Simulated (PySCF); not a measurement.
## How strongly C binds etchant and ambient atoms

PBE0 in PySCF with def2-TZVPP on every atom, for the lowest determinant that a PBE0 search found; no spin–orbit coupling. D0 is De less the harmonic zero-point energy.

```json
{"X": "Cl", "state of CX": "doublet (π ↑)", "D0(CX) (eV)": "4.34", "D0(X₂) (eV)": "2.54"}
{"X": "Br", "state of CX": "doublet (π ↑)", "D0(CX) (eV)": "3.69", "D0(X₂) (eV)": "2.24"}
{"X": "O", "state of CX": "singlet (closed shell)", "D0(CX) (eV)": "10.94", "D0(X₂) (eV)": "5.29"}
```

Question: Give the energy of C + X₂ → CX + X at 0 K for each X.

Answer: Cl: 2.54 − 4.34 = -1.80 eV; Br: 2.24 − 3.69 = -1.45 eV; O: 5.29 − 10.94 = -5.65 eV (PBE0/def2-TZVPP; negative means exothermic).

Question: Does an atom of Br displace O from CO?

Answer: CO + Br → CBr + O has ΔE = 10.94 − 3.69 = +7.25 eV at PBE0/def2-TZVPP, so it is uphill.

Gas-phase diatomics only hint at surface chemistry, where an atom holds several bonds.

Spin–orbit coupling is left out. States were picked by a PBE0 search and need not be the measured ground states.
